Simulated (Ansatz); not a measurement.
C24H19F6PS2⁺, that is (4-phenylthiophenyl)diphenylsulfonium hexafluorophosphate with one electron fewer. Charge 1, multiplicity 2. Geometry PBE-D4/def2-SVP, that of the neutral singlet; atoms count from 1.

Cartesian coordinates in Å:
```
F 3.034 4.688 1.383
P 2.056 4.577 0.086
F 1.456 6.071 0.324
F 0.846 3.941 1.068
F 3.214 5.129 -0.918
F 1.021 4.381 -1.228
F 2.599 3.002 -0.174
C -0.058 -6.694 2.036
C 1.300 -6.373 1.881
C 1.791 -5.142 2.345
C 0.915 -4.234 2.969
S 1.551 -2.692 3.617
C 1.093 -1.519 2.369
C 0.540 -1.877 1.119
C 0.219 -0.886 0.186
C 0.446 0.462 0.509
S 0.113 1.834 -0.579
C -1.645 2.157 -0.449
C -1.985 3.504 -0.673
C -3.334 3.872 -0.577
C -4.309 2.916 -0.245
C -3.942 1.583 0.002
C -2.599 1.191 -0.093
C 0.347 1.195 -2.238
C 1.605 1.502 -2.786
C 1.885 1.065 -4.088
C 0.919 0.357 -4.822
C -0.341 0.085 -4.264
C -0.641 0.508 -2.961
C 1.027 0.837 1.736
C 1.338 -0.158 2.664
C -0.446 -4.559 3.135
C -0.930 -5.787 2.660
H -0.439 -7.661 1.672
H 1.985 -7.085 1.396
H 2.852 -4.877 2.227
H 0.371 -2.934 0.872
H -0.184 -1.169 -0.798
H -1.191 4.234 -0.899
H -3.621 4.920 -0.747
H -5.364 3.216 -0.163
H -4.706 0.841 0.281
H -2.296 0.157 0.126
H 2.327 2.087 -2.194
H 2.862 1.297 -4.537
H 1.144 0.027 -5.848
H -1.101 -0.454 -4.849
H -1.634 0.326 -2.524
H 1.231 1.901 1.939
H 1.788 0.123 3.629
H -1.116 -3.845 3.637
H -1.993 -6.040 2.789
```

Single mean-field runs in def2-SVP are fitted with def2-universal-jkfit.

(1) Estimate the Mulliken populations of the heavy atoms from the PBE0/def2-SVP orbitals of Ansatz.

(2) Where does the spin sit?

(3) And the Mayer bond orders between heavy atoms (over 0.3)?

## Answers

(1) 
```csv
atom,charge (e),spin (α − β)
F1,-0.36,0.00
P2,1.56,0.00
F3,-0.36,0.00
F4,-0.42,0.00
F5,-0.36,0.00
F6,-0.41,0.00
F7,-0.42,0.00
C8,0.01,0.01
C9,-0.02,0.01
C10,0.05,0.01
C11,-0.27,-0.02
S12,0.38,0.50
C13,-0.12,0.03
C14,0.03,0.13
C15,0.05,-0.08
C16,-0.12,0.24
S17,0.39,0.01
C18,-0.16,0.03
C19,0.08,0.00
C20,-0.02,0.00
C21,0.02,0.03
C22,-0.02,-0.01
C23,0.01,0.01
C24,-0.18,0.02
C25,0.08,0.02
C26,-0.02,-0.01
C27,0.02,0.03
C28,-0.02,0.00
C29,0.02,0.00
C30,0.09,-0.10
C31,0.04,0.13
C32,0.05,0.02
C33,-0.02,-0.01
```
Mulliken values depend strongly on the basis.

(2) Summed by element: F 0.01, P 0.00, C 0.50, S 0.50, H -0.01, of 1 unpaired in all. Largest on single atoms: S12 0.50, C16 0.24, C31 0.13.

(3) F1–P2 0.95 (1.63 Å); P2–F3 0.96 (1.63 Å); P2–F4 0.76 (1.68 Å); P2–F5 0.96 (1.63 Å); P2–F6 0.77 (1.68 Å); P2–F7 0.76 (1.69 Å); C8–C9 1.39 (1.40 Å); C8–C33 1.39 (1.41 Å); C9–C10 1.42 (1.40 Å); C10–C11 1.36 (1.41 Å); C11–S12 1.02 (1.79 Å); C11–C32 1.34 (1.41 Å); S12–C13 1.19 (1.77 Å); C13–C14 1.28 (1.41 Å); C13–C31 1.25 (1.41 Å); C14–C15 1.48 (1.40 Å); C15–C16 1.30 (1.40 Å); C16–S17 0.99 (1.78 Å); C16–C30 1.31 (1.41 Å); S17–C18 0.96 (1.79 Å); S17–C24 0.96 (1.79 Å); C18–C19 1.36 (1.41 Å); C18–C23 1.35 (1.40 Å); C19–C20 1.41 (1.40 Å); C20–C21 1.38 (1.40 Å); C21–C22 1.38 (1.41 Å); C22–C23 1.42 (1.40 Å); C24–C25 1.34 (1.41 Å); C24–C29 1.35 (1.40 Å); C25–C26 1.41 (1.40 Å); C26–C27 1.39 (1.40 Å); C27–C28 1.37 (1.41 Å); C28–C29 1.42 (1.40 Å); C30–C31 1.49 (1.40 Å); C32–C33 1.43 (1.40 Å).
